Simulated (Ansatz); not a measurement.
Molecule: sum formula SiP₂H₅ (charge 0, doublet). It need not be the lowest isomer of its formula. 
Structure (B3LYP-D3(BJ)/def2-TZVP (Ansatz, a first-principles code) minimum search):
```xyz
8

P      1.9457     0.2100    -0.2277
Si    -0.2425     0.7852    -0.2391
P     -1.6281    -0.8211     0.5696
H      1.8981    -0.3322     1.0823
H      1.7552    -1.0537    -0.8536
H     -0.5911     1.2829    -1.5984
H     -2.8169    -0.1304     0.2147
H     -1.6140    -1.5922    -0.6258
```
Charge 0, spin multiplicity 2.

Basis-set convergence of Hartree-Fock and CCSD correlation energies (hartree) with Ansatz. Cores are frozen in the correlated levels unless marked. Open shells are spin-unrestricted. Spin-orbit coupling is left out. No relativistic terms.

```json
[
 {"basis": "cc-pV(D+d)Z", "functions": "94", "E(HF)": "-973.30152", "E(corr, CCSD)": "-0.39151"},
 {"basis": "cc-pV(T+d)Z", "functions": "187", "E(HF)": "-973.33842", "E(corr, CCSD)": "-0.47620"},
 {"basis": "cc-pV(Q+d)Z", "functions": "342", "E(HF)": "-973.34792", "E(corr, CCSD)": "-0.50203"}
]
```

Extrapolating the two largest sets (X = 3 and 4) as X^-3: E(corr) = (64·(-0.50203) - 27·(-0.47620))/37 = -0.5209 Eh, an estimate of the basis-set limit. The largest set recovers 96.4 % of it, the smallest 75.2 %.
